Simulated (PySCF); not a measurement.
# Telling isomers of C6H10OSi apart by NMR

All values are calculated (PySCF 2.14.0 with density-fitted response routines): GIAO PBE0/pcSseg-1 shieldings, GFN2-xTB structure. Single conformer, non-relativistic Hamiltonian, gas phase, averaged over atoms made equivalent by symmetry, fast rotation or ring inversion.

Scale: TMS for ¹H (31.72 ppm), ¹³C (186.93 ppm) (reference shieldings calculated alike). Where no couplings were computed, multiplicities follow the n + 1 count of equivalent neighbours, and m marks all less simple cases (inequivalent or close neighbours, rings, F or P nearby). Shifts are as computed. Against solution values, carbons near 30 ppm lie about +3 ppm off and those near 130 ppm about +5 ppm. Of 1309 compounds with measured shifts, 239 miss one by over three times the rms of a fit or turn the order of signals round; such compounds aren't used in these exercises.

(1) Tabulate the signals of `C(=C1\C[SiH2]1)/C1COC1`, `C=CCO[SiH2]C#CC`, `C=CCC(=C=O)[SiH2]C` and their relative energies.

(2) What is the quickest way to tell C=CCO[SiH2]C#CC from C=CCC(=C=O)[SiH2]C?

(3) What is the quickest way to tell C(=C1\C[SiH2]1)/C1COC1 from C=CCC(=C=O)[SiH2]C?

(4) What is the quickest way to tell C(=C1\C[SiH2]1)/C1COC1 from C=CCO[SiH2]C#CC?

Results:

(1) 
| SMILES | carbon types | δC | δH | E rel. (kcal/mol) |
| --- | --- | --- | --- | --- |
| C(=C1\C[SiH2]1)/C1COC1 | 1×C 2×CH 3×CH2 | 149.4, 135.6, 78.7, 46.9, 1.6 | 7.47 (d, 1H), 5.00 (m, 2H), 4.77 (m, 2H), 3.79 (m, 1H), 3.15 (m, 2H), 1.20 (m, 2H) | 49.4 |
| C=CCO[SiH2]C#CC | 2×C 1×CH 2×CH2 1×CH3 | 148.4, 120.8, 113.2, 84.5, 70.1, 5.9 | 6.45 (m, 1H), 5.45 (m, 1H), 5.37 (m, 1H), 4.99 (s, 2H), 4.43 (d, 2H), 2.09 (s, 3H) | 11.0 |
| C=CCC(=C=O)[SiH2]C | 2×C 1×CH 2×CH2 1×CH3 | 184.7, 150.7, 121.2, 34.2, 8.8, -1.5 | 6.10 (m, 1H), 5.40 (m, 1H), 5.24 (m, 1H), 4.65 (q, 2H), 2.86 (d, 2H), 0.39 (t, 3H) | 0.0 |

Energies are electronic energies at PBE0/pcSseg-1 on these geometries, without zero-point or thermal terms, each for the one conformer computed, which needn't be the lowest.

(2) Both give the same number of carbon signals, with the same numbers of each carbon type, so the positions decide. The first has an alkyne carbon (C) at 113.2 ppm, the second a central carbon of a ketene (C) at 184.7 ppm. Their most deshielded carbons lie at 148.4 and 184.7 ppm.

(3) Count the carbon signals: 5 against 6. The first has an allylic sp3 CH at 46.9 ppm, the second a terminal carbon of a ketene (C) at 8.8 ppm. Their most deshielded carbons lie at 149.4 and 184.7 ppm. In the proton spectra the most deshielded non-exchanging signals are 7.47 (d, 1H) and 6.10 (m, 1H).

(4) Count the carbon signals: 5 against 6. The first has an allylic sp3 CH at 46.9 ppm, the second a propargylic methyl carbon (CH3) at 5.9 ppm. Their most deshielded carbons lie at 149.4 and 148.4 ppm. In the proton spectra the most deshielded non-exchanging signals are 7.47 (d, 1H) and 6.45 (m, 1H).
